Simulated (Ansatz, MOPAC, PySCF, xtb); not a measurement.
Complex: CH3F (SMILES CF) (first 5 atoms) with C2H3N (SMILES CC#N); geometry from B3LYP-D3(BJ)/def2-TZVP, rigid monomers moved along the line of their centres of mass till F2···H9 is 4.26 Å.
(charge 0, multiplicity 1):
```xyz
11

C      0.3729     0.5925    -0.1777
F      1.1632    -0.2915     0.5656
H     -0.1778     1.2259     0.5152
H      1.0306     1.1901    -0.8090
H     -0.3111     0.0062    -0.7914
C      0.7340    -0.0489     5.7025
C     -0.1774     1.0114     5.3059
N     -0.8964     1.8469     4.9793
H      1.0818    -0.5734     4.8132
H      1.5919     0.3716     6.2279
H      0.2268    -0.7526     6.3630
```

```tsv
level	interaction energy (kJ/mol)	cost
GFN-FF	-3.5	-
AM1	-1.7	-
PM6	-2.3	-
PM7	-3.7	-
GFN1-xTB	-2.6	-
HF/STO-3G (no counterpoise)	-1.5	-
HF/3-21G (no counterpoise)	-3.7	-
HF/6-31G* (no counterpoise)	-3.6	-
PBE/def2-TZVPPD	-3.3	×1
PBE-D4/def2-TZVPPD	-3.9	×1
r2SCAN-D4/def2-TZVPPD	-3.8	×2
B3LYP/3-21G (no counterpoise)	-2.7	-
B3LYP-D3(BJ)/def2-TZVPPD	-3.8	×1
PBE0-D4/def2-TZVPPD	-4.0	×1
M06-2X/6-31G* (no counterpoise)	-3.1	-
wB97X-V/def2-TZVPPD	-4.0	×3
MP2/6-31G*	-3.2	-
MP2/aug-cc-pVDZ	-3.8	-
CCSD/aug-cc-pVDZ	-3.8	-
CCSD(T)/aug-cc-pVDZ	-3.8	×20
```

The rows run from -4.0 (PBE0-D4/def2-TZVPPD) to -1.5 kJ/mol (HF/STO-3G (no counterpoise)). In aug-cc-pVDZ the value moves MP2 -3.8, CCSD -3.8, CCSD(T) -3.8, a shift of 0.0 from MP2 to CCSD(T). The dispersion term adds -0.6 in PBE-D4.

Interaction energies are E(AB) − E(A) − E(B) at the monomers' geometry in the complex; basis-set methods are counterpoise corrected. Rows marked so take none.

Cores are frozen in the correlated methods. Rows in 3-21G, 6-31G*, STO-3G carry no dispersion term and start afresh at each structure (6-31G* with six Cartesian d functions). MP2/6-31G* freezes PySCF's default core. The state that AM1, PM6, PM7 reach isn't checked; PM7 holds dispersion and hydrogen-bond terms.

Programs: Ansatz (Gaussian basis) for Hartree–Fock, density functionals and correlated methods; MOPAC for AM1, PM6, PM7 (differences of heats of formation); PySCF for 3-21G rows, 6-31G* rows, STO-3G rows, the dispersion terms; xtb for the GFN methods. Values without a source in brackets are computed.

Costs are rough ratios of core time to PBE/def2-TZVPPD (about 4 s over the structures, on one shared machine); a dash marks a level with no comparable run of its own.

Ansatz is a first-principles code.
